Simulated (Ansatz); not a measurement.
Reaction (cleavage of the Si–Zn bond): `Cl[SiH2][ZnH]` + `C=C=N` → `C=C=N[SiH2]Cl` + `[ZnH2]`

Gas-phase electronic energies from Ansatz, PBE0-D4/def2-TZVP geometries. CCSD(T)/CBS is the MP2 limit (def2-TZVPP, def2-QZVPP) plus CCSD(T) − MP2 in def2-TZVPP, frozen cores. This one scheme is used for every species. DFT in def2-TZVPP. B3LYP here is the variant with VWN-RPA as its local correlation; programs differ in this. For Zn outer-core shells are correlated without core-valence functions, which leaves a few kJ/mol of doubt a bond. Scalar relativity is left out up to krypton. One conformer a species, not always the lowest.

`Cl[SiH2][ZnH]`:

```xyz
6

Cl   -2.226    0.657    0.027
Si   -0.212    0.487    0.528
Zn    0.812   -1.036   -0.995
H     0.345    1.867    0.487
H    -0.173    0.056    1.953
H     1.454   -2.030   -2.000
```

`C=C=N`:

Cartesian coordinates in Å:
```
C -0.564 -0.723 -0.319
C 0.098 0.268 0.215
N 0.631 1.197 0.794
H -1.307 -0.532 -1.081
H -0.365 -1.740 -0.009
H 1.507 1.530 0.399
```

`C=C=N[SiH2]Cl`:

Cartesian coordinates in Å:
```
C -0.801 -1.738 1.081
C -0.022 -0.936 0.405
N 0.736 -0.233 -0.220
Si 0.710 1.355 -0.880
Cl -1.059 2.336 -0.533
H -1.473 -2.406 0.561
H -0.783 -1.727 2.162
H 0.893 1.231 -2.339
H 1.798 2.118 -0.237
```

`[ZnH2]`:

Z-matrix (Å, degrees):
```
Zn
H 1 1.544
H 1 1.544 2 180.0
```

Task: Is it downhill or uphill in electronic energy at CCSD(T)/CBS, and by how much? (Best estimate.)

Result: The calculation gave: Downhill: ΔE = -50.3 kJ/mol.

Task: What do these levels give: r2SCAN-D4, PBE0-D4, B3LYP-D4, ωB97X-V, ωB97M-V, B2PLYP, r2SCAN, HF/def2-TZVPP, CCSD/def2-TZVPP, HF/def2-QZVPP, SCS-MP2/def2-QZVPP, MP2/CBS(def2)? (Best estimate.)

Result: Ansatz gave: r2SCAN-D4 -51.7, PBE0-D4 -42.6, B3LYP-D4 -53.5, ωB97X-V -51.3, ωB97M-V -52.8, B2PLYP -54.9, r2SCAN -50.4, HF/def2-TZVPP -63.3, CCSD/def2-TZVPP -53.4, HF/def2-QZVPP -64.5, SCS-MP2/def2-QZVPP -61.6, MP2/CBS(def2) -61.1 kJ/mol.

Largest T1 diagnostic among the species: 0.016.

From PBE to PBE0 (25 % exact exchange), in def2-TZVPP and without D4, ΔE moves by −5.4 kJ/mol. The D4 term adds −5.7 kJ/mol with B3LYP and −3.3 kJ/mol with PBE0; it sums over pairs of atoms, weighted by their polarisabilities, and B3LYP, whose exchange is more repulsive, gets the larger term.
